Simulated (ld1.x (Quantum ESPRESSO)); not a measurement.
# Building the RRKJ potential for Fe (PBEsol, fully relativistic).

* Element: Fe
* Generator: ld1.x (Quantum ESPRESSO) 7.5
* Type: norm-conserving RRKJ (Kleinman–Bylander form)
* Functional: PBEsol
* Relativity: fully relativistic
* Frozen core: [Ne]
* Valence charge: 16
* Reference configuration: 3s2 3p6 3d5 4s0 4p0 (charge +3)
* Partial waves: 3s (bound): rc 1.10 bohr; 3p (bound): rc 1.40 bohr; 3d (bound): rc 1.15 bohr
* Local potential: the d channel
* Core correction: none
* rho0: 0.02

Open shells are filled in proportion to 2j + 1 (rel_dist='average').

Question: Estimate the cutoffs (Ry, on a coarse ladder) from which the occupation-weighted sum of valence levels, in a spherical-Bessel basis at the reference potential, stays within 10 and 1 mRy of its value at 400 Ry.

Answer: 160 Ry and 230 Ry.

Question: Does the potential have ghost states?

Answer: No extra level below or beside the all-electron valence levels (s, p1/2, p3/2, d3/2, d5/2, f tested).

Question: Which valence shell sets the plane-wave cutoff?

Answer: 3d: its level needs 160 Ry to come within 1 mRy, against 120 Ry for 3s.

Question: Tests: 3s2 3p6 3d6 4s2 4p0; 3s2 3p6 3d6 4s1 4p0; 3s2 3p6 3d6 4s0 4p0; 3s2 3p6 3d6.5 4s1.5 4p0; 3s2 3p6 3d4 4s0 4p0; 3s2 3p5 3d6 4s2 4p0; 3s1 3p6 3d6 4s2 4p0. Which has the largest error in its energy relative to the reference configuration, and how large is it?

Answer: 3s2 3p6 3d6 4s2 4p0, with -80 meV (all-electron minus pseudo) on -59.05 eV.
